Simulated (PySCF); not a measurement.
H4P2, SMILES PP.

The structure is a stationary point at TPSSh-D3(BJ)/def2-TZVP.

Two levels are set side by side: PBE/def2-TZVPD (PySCF) and PBE0/def2-TZVPD (PySCF). Same geometry, gas phase. Differences are taken from unrounded values.

```
quantity                       PBE
---------------------------  -----
orbital gap (eV)              4.63
highest occupied level (eV)  -5.86
lowest empty level (eV)      -1.23
mean polarisability (bohr³)   59.8
```

Task: These are the PBE values. What does PBE0 give? (Estimate from the structure and the level; the computed values follow.)

Result: 
```tsv
quantity	PBE0	PBE minus PBE0
orbital gap (eV)	6.50	-1.86
highest occupied level (eV)	-6.91	1.04
lowest empty level (eV)	-0.41	-0.82
mean polarisability (bohr³)	58.5	1.4
```

PBE's occupied levels lie high since its potential decays too fast outside the molecule; exact exchange lowers them and widens the gap. Differences between two approximate levels are no errors against the true value.

Rough cost on one machine, each run with all the roots and properties that it gave: PBE0 against PBE within a factor of 2.
